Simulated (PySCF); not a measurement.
C2H4N2OSi, SMILES O[SiH]1N=CC=N1. Atoms are numbered in the order given.

```xyz
10

O      2.0705     0.5055     0.0000
Si     0.7030    -0.4136     0.0000
N     -0.4341    -0.0715     1.3479
C     -1.5415     0.1904     0.7664
C     -1.5415     0.1904    -0.7664
N     -0.4341    -0.0715    -1.3479
H      1.9752     1.4652     0.0000
H      1.1357    -1.8265     0.0000
H     -2.4702     0.4119     1.3260
H     -2.4702     0.4119    -1.3260
```

The structure is a stationary point at r2SCAN-D4/def2-SVP. This is a generated structure with no PubChem entry under its InChIKey; it may be hypothetical. The values are those of a single conformer.

These are SMD-ωB97X/def2-SVP in PySCF values and carry that method's errors.

Solvation free energies are E(SMD) − E(gas) at the gas-phase geometry, for 1 M in both phases. In vacuum the dipole moment is 2.33 D.

Task: Estimate the solvation free energies in water, 1-octanol, N,N-dimethylformamide. (An estimate is asked for; the answer gives what the named calculation found.)

Result: 
```csv
solvent,ΔG(solv) (kcal/mol),its non-electrostatic (CDS) part,dipole (D)
water,-9.5,2.0,3.43
1-octanol,-7.8,1.8,3.23
"N,N-dimethylformamide",-7.9,0.7,3.26
```
